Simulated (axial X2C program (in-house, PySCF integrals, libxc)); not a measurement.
Worked dissociation energy of MnCl: CCSD(T), two-component

Computed with an axial X2C code built on PySCF integrals. Two-component (2c) means X2C with spin–orbit coupling and atomic mean-field two-electron Coulomb and Gaunt terms. Basis: Mn dyall-cv3z [9s10p6d3f2g], Cl dyall-av3z [9s8p3d2f] (cores contracted in-house); Gaussian nuclei, density fitting, unrestricted open shells. Masses: Mn 54.938 u, Cl 34.969 u.

Molecular state: Ω = 3 (⟨Sz⟩ = 3.00, ⟨Lz⟩ = 0.00 at HF).

Correlated methods: 14 electrons correlated (number of frozen shells: Mn 3 s, 2 p; Cl 2 s, 1 p), 260 virtual spin orbitals or spinors in MP2, 90 natural virtuals in coupled cluster.

| Quantity | Value |
| --- | --- |
| E(Mn) (2M_J = 5) | -1157.256964 hartree |
| E(Cl) (2M_J = 3) | -461.022263 hartree |
| E(MnCl) at Re | -1618.403829 hartree |
| ωe | 378.4 cm⁻¹ |
| ωexe | 1.25 cm⁻¹ |

**Question.** Work out De and D0.

**Answer.** De = -1157.256964 + (-461.022263) − (-1618.403829) = 0.12460 hartree = 3.391 eV. The zero-point energy is ωe/2 − ωexe/4 = 189 cm⁻¹ = 0.023 eV, so D0 = 3.367 eV.

The state is one determinant whose occupation by symmetry is held fixed; it was picked as the lowest of a PBE0 search that is not exhaustive. Dissociation energies refer to the lowest single-determinant-based atoms at the same level and basis. CCSD and (T) use frozen natural virtuals with an MP2 correction for the truncation; (T) itself is uncorrected, so its De runs slightly low. Other states lie close and PBE0, whose exact exchange favours high spin, may order them wrongly; the determinant shown need not be the ground state. The nearest other 2c determinant of the search, Ω = 2, lies 0.68 eV up at the distance of the search. With several unpaired electrons one determinant need not be a pure state. Open-shell Ω = 0 determinants with evenly filled partner blocks cannot be reached by this program, so the Ω shown need not be the lowest component.

Each atomic determinant is the lowest at this level and need not be a pure J level. Totals compare only within one Hamiltonian and basis.
